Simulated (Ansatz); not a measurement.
ZnI₂⁺ was relaxed with r2SCAN-D4 (def2-TZVP) in Ansatz in these states: charge +1 doublet, charge +1 quartet. The geometries follow in no particular order.

In the def2 sets I takes a core potential; there is no spin–orbit coupling.

A:

```xyz
3

Zn   -0.027    0.629   -1.455
I    -1.003   -1.403    0.276
I     1.030    0.774    1.179
```

B:

```xyz
3

Zn    0.000    0.000    0.000
I    -1.580    1.037   -1.532
I     1.579   -1.037    1.532
```

Question: Judge from the bond lengths which geometry belongs to which state (an estimate).

Answer: A is the charge +1 quartet (Zn1–I2 2.842 Å, Zn1–I3 2.842 Å); B is the charge +1 doublet (Zn1–I2 2.432 Å, Zn1–I3 2.433 Å).

At PBE0-D4/def2-TZVP a doublet lies 2.10 eV below the charge +1 quartet. In the quartet, I2 and I3 lie 3.11 Å apart (atoms count from 1), so these atoms are partly bonded to each other. These are the stationary points nearest to one start from a short search; other shapes may lie lower in each state.
